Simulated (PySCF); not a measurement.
PySCF job for ScCl₂, SMILES [Cl][Sc][Cl] (connectivity only; charge and spin as stated), neutral, multiplicity 2, IEF-PCM-B3LYP/def2-SVP. Coordinates come from a B3LYP-D3(BJ)/def2-TZVP optimisation. The multiplicity is an assumed one; other spin states were not compared. The isomer is the one that the SMILES or the coordinates give; other isomers of the formula were not compared.

```python
import numpy as np
from pyscf import gto, scf, dft
from pyscf.solvent import pcm

mol = gto.M(
    atom='''
    Sc    0.00000000   -0.00000000    0.55711926
    Cl    0.00000000   -2.11270727   -0.34410307
    Cl    0.00000000    2.11270727   -0.34410307
    ''',
    basis='def2-SVP',
    charge=0,
    spin=1,
    max_memory=1600,
    verbose=3,
)
mf = dft.UKS(mol, xc='b3lyp').density_fit(auxbasis='def2-universal-jkfit')
mf.grids.level = 3
mf.conv_tol = 1e-9
mf.max_cycle = 100
mf.kernel()
fine, coarse = mf.grids, dft.Grids(mol).set(level=1).build(with_non0tab=True)
for _ in range(3):  # follow internal instabilities
    mf.grids = coarse
    mo, _, stable, _ = mf.stability(return_status=True, nroots=4)
    mf.grids = fine
    if stable:
        break
    mf.kernel(mf.make_rdm1(mo, mf.mo_occ))
res = {}
for name, eps in {'water': 78.355, 'methanol': 32.613, 'benzene': 2.2706}.items():
    s = mf.PCM()
    s.with_solvent.method, s.with_solvent.eps, s.with_solvent.lebedev_order = 'IEF-PCM', eps, 29
    s.kernel(mf.make_rdm1())
    res[name] = (s.e_tot, eps, s.dip_moment(), s.mo_energy, s.converged)
    print(f'{name}: electrostatic solvation free energy {(s.e_tot - mf.e_tot) * 627.509474:.3f} kcal/mol')
```

Log of the run:

```

WARN: HOMO -0.332741400811486 >= LUMO -0.332741400811487

converged SCF energy = -1680.89520080643  <S^2> = 0.75151733  2S+1 = 2.0015168
<class 'pyscf.df.df_jk.DFUKS'> wavefunction is stable in the internal stability analysis

WARN: PCM is an experimental feature. It is still in testing.
Features and APIs may be changed in the future.

converged SCF energy = -1680.9144135506  <S^2> = 0.75114554  2S+1 = 2.0011452
Dipole moment(X, Y, Z, Debye):  0.00000, -0.00000,  5.26587
water: electrostatic solvation free energy -12.056 kcal/mol

WARN: PCM is an experimental feature. It is still in testing.
Features and APIs may be changed in the future.

converged SCF energy = -1680.91380428762  <S^2> = 0.75115401  2S+1 = 2.0011537
Dipole moment(X, Y, Z, Debye):  0.00000, -0.00000,  5.22901
methanol: electrostatic solvation free energy -11.674 kcal/mol

WARN: PCM is an experimental feature. It is still in testing.
Features and APIs may be changed in the future.

converged SCF energy = -1680.9031637074  <S^2> = 0.7513344  2S+1 = 2.001334
Dipole moment(X, Y, Z, Debye):  0.00000, -0.00000,  4.42814
benzene: electrostatic solvation free energy -4.997 kcal/mol
```

The run converged.
